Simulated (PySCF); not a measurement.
Compound: C6H3N2 (doublet state).
Cartesian coordinates in Å at the GFN2-xTB level; atoms count from 1:
```xyz
11
C6H3N2 angstrom
C      1.7313   -0.0954    0.9589
C      0.5265   -0.1560    0.4011
C     -0.3548   -0.7107   -0.5041
C     -0.6782   -1.5744   -1.4905
N     -0.9593   -2.3248   -2.3271
C     -0.8620    0.4134    0.3585
C     -1.0748    1.6893   -0.2399
N     -1.2278    2.7169   -0.7182
H      1.9558    0.6272    1.7246
H      2.5150   -0.7683    0.6545
H     -1.5664    0.1854    1.1561
```

As a line formula: `C=C1[C](C#N)[C@@H]1C#N` [radical].

Level of theory: PySCF, UKS B3LYP, pcH-1 on C H N, non-relativistic, mean-field spin-orbit, GIAO. Geometry: GFN2-xTB; no solvent, vibrations or thermal averaging. Couplings are sensitive to structure, and on GFN2-xTB geometries they can be far from those on DFT ones. The SCF solution wasn't tested for stability. ⟨S²⟩ is 0.781 where a pure state has 0.75.

**Question.** Predict the first-order ENDOR lines of H11, H9 and H10 under fast tumbling at B = 1218.4 mT (Q band).

**Answer.** For S = 1/2 in fast tumbling each set of equivalent nuclei gives two lines, ν± = |νn ± a/2| to first order, with νn = g_N μN B/h and μN/h = 7.62259 MHz/T.

| nuclei | isotope | g_N | νn (MHz) | a_iso (MHz) | lower line (MHz) | upper line (MHz) |
| --- | --- | --- | --- | --- | --- | --- |
| H11 | 1H | 5.5857 | 51.88 | 33.88 | 34.94 | 68.82 |
| H9 | 1H | 5.5857 | 51.88 | -32.79 | 35.48 | 68.27 |
| H10 | 1H | 5.5857 | 51.88 | -30.98 | 36.38 | 67.37 |

**Question.** Which pairs are centred on the nuclear Larmor frequency, and which on half the coupling?

**Answer.** Centred on νn, since |a| < 2νn: H11, H9 and H10. No pair has |a| > 2νn.

**Question.** At what field would the lower line of H10 fall to zero frequency?

**Answer.** Where νn = |a|/2, that is B = 15.49 MHz/(5.5857 × 7.62259 MHz/T) = 364 mT, as far as first order holds there.

Couplings of abundant isotopes left out: N5 (7.5 MHz).

Largest spin populations (Mulliken): C3 (+0.61), C1 (+0.51), N5 (+0.32) and C2 (-0.21). Three atoms exceed +0.15. The angles at C3 add up to 360.0°, so it is planar.

Time: 45 s (with the writing of density and orbital grids); peak memory 0.90 GiB. Hardware: one thread of an Arm Neoverse V1, on a shared host.
